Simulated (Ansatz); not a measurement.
```yaml
crystal:
  periodic: [false, false, false]
  atoms:
    - {symbol: C, position_ang: [-0.786699, 0.315901, 0.743410]}
    - {symbol: Si, position_ang: [0.645238, -0.108332, -0.329261]}
    - {symbol: F, position_ang: [0.095748, 0.044582, -1.941238]}
    - {symbol: F, position_ang: [0.339043, -1.722486, -0.413066]}
    - {symbol: F, position_ang: [2.074100, 0.456122, -0.196515]}
    - {symbol: H, position_ang: [-1.735256, 0.798756, 0.639639]}
    - {symbol: H, position_ang: [-0.659861, 0.853163, 1.725699]}
basis:
  gaussian: {orbitals: ANO-RCC-VTZP}
total_charge: -1
hamiltonian: {xc: {name: SVWN5}}
output: {forces: true}
```

```sh
$ ansatz run in.yaml --threads 4 --pin off --events-out ev --progress --plain --max-ram 10444MiB
```

Output, abridged:

```
Functional definition: SVWN5
1313 factors; their error is unknown
mean field evaluation 1: about -17026.2335 eV, gradient 6.8e1 eV
mean field evaluation 2: about -16945.7555 eV, gradient 1.4e2 eV
mean field evaluation 4: about -17037.0489 eV, gradient 2.4e1 eV
mean field evaluation 8: about -17037.9132 eV, gradient 2.8e-1 eV
mean field evaluation 16: about -17037.8839 eV, gradient 2.3e-3 eV
mean field -17037.88389443 eV, -626.1306844280 hartree, gradient 3.2e-5 eV, S^2 0.000000; 0 other end points of the search recorded, 0 dependent functions left out
reference -17037.88395976 eV, -626.1306868287 hartree; 25, 25 occupied and 157, 157 virtual orbitals, 1313 factors
Total energy: -17037.88395976 eV, -626.1306868287 hartree
Relativity: scalar
Atom 0 at    -0.786699     0.315901     0.743410 Å, force     2.632056     0.601606     1.429809 eV/Å
Atom 1 at     0.645238    -0.108332    -0.329261 Å, force    -8.751421    -0.218766    -0.684880 eV/Å
Atom 2 at     0.095748     0.044582    -1.941238 Å, force     1.434047     0.359010     0.972249 eV/Å
Atom 3 at     0.339043    -1.722486    -0.413066 Å, force     2.165787    -0.285901    -0.013075 eV/Å
Atom 4 at     2.074100     0.456122    -0.196515 Å, force     2.460270    -0.066274     0.135799 eV/Å
Atom 5 at    -1.735256     0.798756     0.639639 Å, force    -1.047850     0.092989    -1.765781 eV/Å
Atom 6 at    -0.659861     0.853163     1.725699 Å, force     1.107110    -0.482664    -0.074121 eV/Å
Dipole moment:     0.790502    -0.059924    -0.253007 e Å
```

It took 2.9 s on 4 threads of an Arm Neoverse V1 on a shared host, with 0.28 GiB of host memory at the peak.
